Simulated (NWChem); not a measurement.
System: C$_{2}$H$_{8}$Si; SMILES C(C)[SiH3]

```xyz
11

Si     0.0931    -1.1467     0.0021
C     -0.6546     0.5866     0.0024
C      0.3711     1.7173    -0.0053
H     -0.9826    -2.1868     0.0118
H      0.9421    -1.3551    -1.2138
H      0.9571    -1.3480     1.2085
H     -1.3119     0.6651     0.8860
H     -1.3223     0.6623    -0.8735
H      1.0176     1.6738    -0.8963
H      1.0300     1.6743     0.8768
H     -0.1141     2.7063    -0.0021
```
Atoms are numbered in this order, from 1.

Program: NWChem. Coordinates come from a PBE0/def2-SVP optimisation. Level: PBE0/def2-SVP with SMD (1 M gas to 1 M solution), gas-phase geometry. Reactions with the solvent are ignored.

Estimate the computed values for solvent n-hexane. Quantities: solvation free energy (kcal/mol); cavity-dispersion-structure term (kcal/mol); dipole in solution (D).


```
Property                                     Result
-------------------------------------------  ------
solvation free energy (kcal/mol)               -1.6
cavity-dispersion-structure term (kcal/mol)    -1.3
dipole in solution (D)                         0.96
```
